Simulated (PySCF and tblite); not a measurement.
The numbers below are computed, except where a source is named.
## Dynamics report: rotation

System: C7H5BF2, numbered as in [F:1][B:2]([F:3])/[CH:4]=[CH:5]/[C:6]#[C:7][C:8]1=[CH:9][CH2:10]1.

Motion: rotation about the B2–C4 bond (torsion F1–B2–C4–C5 from 0° to 180°, rising). Geometries: GFN2-xTB; energies: PBE0/pcSseg-1 + D3(BJ), IEF-PCM acetone; zero-point and thermal terms from GFN2-xTB harmonic modes (soft modes blended into free rotors). Rates follow Eyring's equation with the number of equivalent paths and no tunnelling. Programs: tblite and PySCF.

| point | symmetry | E(GFN2) kcal/mol | E(DFT) kcal/mol | ZPE change kcal/mol | lowest mode cm⁻¹ | dipole D |
| --- | --- | --- | --- | --- | --- | --- |
| start | Cs | 0.0 | 0.0 | 0.00 | 16 | 3.65 |
| saddle | C1 | 5.5 | 6.1 | -0.32 | 118i | 2.04 |
| end | Cs | 0.0 | 0.0 | 0.00 | 15 | 3.65 |

- Electronic barrier: 6.1 kcal/mol
- Barrier with zero-point energy: 5.8 kcal/mol
- ΔH‡ (298 K): 5.4 kcal/mol
- ΔS‡ (298 K, symmetry apart): -3.1 cal/(mol K)
- Paths: 2 equivalent paths
- End point: the same structure with atoms interchanged, or its mirror image
- Mean lifetime of the start against this motion at 298 K: 3.5 ns
- Cost: 87 s on 1 thread of Arm Neoverse V1 (shared host) (rough), peak memory 0.93 GiB, launched as `OMP_NUM_THREADS=1 python ens_run.py task.json out`

```
T/K  ΔG‡ kcal/mol    k s⁻¹
200           6.1  1.9×10⁶
250           6.2    4×10⁷
298           6.3  2.9×10⁸
350           6.5  1.3×10⁹
400           6.6    4×10⁹
```

ΔG and ΔG‡ leave out symmetry numbers and mirror images; rates count paths: 2 out.
